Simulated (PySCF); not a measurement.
**A survey of 17O NMR shifts**

PySCF 2.14 calculation with GFN2-xTB geometry and GIAO PBE0/pcSseg-1 shieldings; gas phase, equivalent nuclei averaged, one computed conformer, non-relativistic Hamiltonian.

Shieldings were converted by a linear fit to measured shifts: 17O (scatter 10.7 ppm rms, 12.2 ppm with the 3 outliers that the fit left out vs liquid water, solution or neat liquid). Occasional misses reach two or three times the rms, and more in compound classes unlike the fitted ones.

Q: Give the 17O shifts of `C[SiH2]CO[SiH](P)P`, `O=CC1=CCC(F)(F)O1`, `C=CCOCF`, `O[C@@H]1CCc2ccccc2C1`.

A: 
| compound | environment | δ (ppm) |
| --- | --- | --- |
| C[SiH2]CO[SiH](P)P | oxygen bonded to C, Si | -29.3 |
| [O:1]=[CH:2][C:3]1=[CH:4][CH2:5][C:6]([F:7])([F:8])[O:9]1 | O1: aldehyde oxygen | 592.6 |
| [O:1]=[CH:2][C:3]1=[CH:4][CH2:5][C:6]([F:7])([F:8])[O:9]1 | O9: ether oxygen | 135.2 |
| C=CCOCF | ether oxygen | 46.0 |
| O[C@@H]1CCc2ccccc2C1 | alcohol oxygen | 6.7 |

Q: Match the shifts 845.6, 372.1, 46.0, -20.7 ppm to `O=C(F)[C@H]1C[C@H]1C(=O)F`, `COC/C=C\F`, `CS[SiH2][Si@@H](C=O)[SiH2][SiH3]`, `C=CCOCF`.

A: 845.6: CS[SiH2][Si@@H](C=O)[SiH2][SiH3] (carbonyl oxygen); 372.1: O=C(F)[C@H]1C[C@H]1C(=O)F (carbonyl oxygen); 46.0: C=CCOCF (ether oxygen); -20.7: COC/C=C\F (ether oxygen).
